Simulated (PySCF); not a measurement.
## Spin-rotation constants: `C=P1(N(C)C)C=C1`, C₅H₁₀NP

Molfile (atoms numbered from 1):
```
C5H10NP
     RDKit          3D

 17 17  0  0  0  0  0  0  0  0999 V2000
    1.6175    1.5726   -0.8006 C   0  0  0  0  0  0  0  0  0  0  0  0
    0.9212    0.2377    0.0009 P   0  0  0  0  0  5  0  0  0  0  0  0
   -0.7226    0.0860   -0.2885 N   0  0  0  0  0  0  0  0  0  0  0  0
   -1.3616   -1.2079   -0.2188 C   0  0  0  0  0  0  0  0  0  0  0  0
   -1.5928    1.1827    0.0841 C   0  0  0  0  0  0  0  0  0  0  0  0
    1.6984   -1.3695   -0.1251 C   0  0  0  0  0  0  0  0  0  0  0  0
    1.6031   -0.9824    1.1686 C   0  0  0  0  0  0  0  0  0  0  0  0
    2.6419    1.7024   -0.4624 H   0  0  0  0  0  0  0  0  0  0  0  0
    1.0363    2.4814   -0.6990 H   0  0  0  0  0  0  0  0  0  0  0  0
   -2.1785   -1.2404   -0.9438 H   0  0  0  0  0  0  0  0  0  0  0  0
   -0.6375   -1.9805   -0.4729 H   0  0  0  0  0  0  0  0  0  0  0  0
   -1.7723   -1.4176    0.7759 H   0  0  0  0  0  0  0  0  0  0  0  0
   -2.0392    1.0386    1.0752 H   0  0  0  0  0  0  0  0  0  0  0  0
   -2.3997    1.2696   -0.6480 H   0  0  0  0  0  0  0  0  0  0  0  0
   -1.0250    2.1108    0.0897 H   0  0  0  0  0  0  0  0  0  0  0  0
    2.2122   -2.1505   -0.6589 H   0  0  0  0  0  0  0  0  0  0  0  0
    1.9917   -1.3211    2.1139 H   0  0  0  0  0  0  0  0  0  0  0  0
  1  2  2  0
  2  3  1  0
  3  4  1  0
  3  5  1  0
  2  6  1  0
  6  7  2  0
  7  2  1  0
  1  8  1  0
  1  9  1  0
  4 10  1  0
  4 11  1  0
  4 12  1  0
  5 13  1  0
  5 14  1  0
  5 15  1  0
  6 16  1  0
  7 17  1  0
M  END
```

Computed with GIAO CAM-B3LYP/pcSseg-1 magnetisability, rotational g tensor and spin-rotation constants, non-relativistic, gas phase (PySCF 2.14.0). Geometry: GFN2-xTB.

**Question.** Give the nuclear spin-rotation constants along the inertial axes (H = +C I·J) beside the isotropic shieldings.

**Answer.** Rotational constants 3.1357, 2.1211, 1.4751 GHz. A star marks the isotopologue with that one atom substituted, in its own axes.
| atom | isotope | Caa (kHz) | Cbb (kHz) | Ccc (kHz) | mean (kHz) | σ (ppm) |
| --- | --- | --- | --- | --- | --- | --- |
| P2 | 31P | 4.066 | 2.535 | 2.849 | 3.150 | 362.2 |
| N3 | 14N | 0.118 | 0.077 | 0.084 | 0.093 | 227.0 |
| H8 | 1H | -0.064 | -0.182 | -0.183 | -0.143 | 32.4 |
| H9 | 1H | -0.215 | -0.052 | -0.170 | -0.146 | 31.2 |
| H10 | 1H | -0.027 | -0.237 | -0.086 | -0.117 | 29.2 |
| H11 | 1H | -0.043 | -0.146 | -0.132 | -0.107 | 28.8 |
| H12 | 1H | -0.302 | -0.173 | -0.015 | -0.164 | 29.8 |
| H13 | 1H | -0.300 | -0.169 | -0.012 | -0.160 | 29.5 |
| H14 | 1H | -0.036 | -0.213 | -0.092 | -0.114 | 29.0 |
| H15 | 1H | -0.262 | 0.045 | -0.163 | -0.127 | 28.8 |
| H16 | 1H | -0.091 | -0.101 | 0.020 | -0.057 | 22.2 |
| H17 | 1H | -0.146 | -0.135 | 0.074 | -0.069 | 22.1 |
| C1 | 13C* | 0.218 | 0.304 | 0.195 | 0.239 | 187.1 |
| C4 | 13C* | 0.639 | 0.310 | 0.271 | 0.407 | 143.7 |
| C6 | 13C* | 1.092 | 0.702 | 0.719 | 0.838 | 5.3 |

For the geometry as given, no vibrational averaging.

**Question.** How do the rotational constants and the g tensor change when H8, H9, H10, H11, H12, H13, H14, H15, H16, H17 are replaced by deuterium?

**Answer.** Constants 2.5246, 1.7652, 1.2276 GHz; g -0.0229, -0.0104, -0.0124, against -0.0285, -0.0121, -0.0149 before.
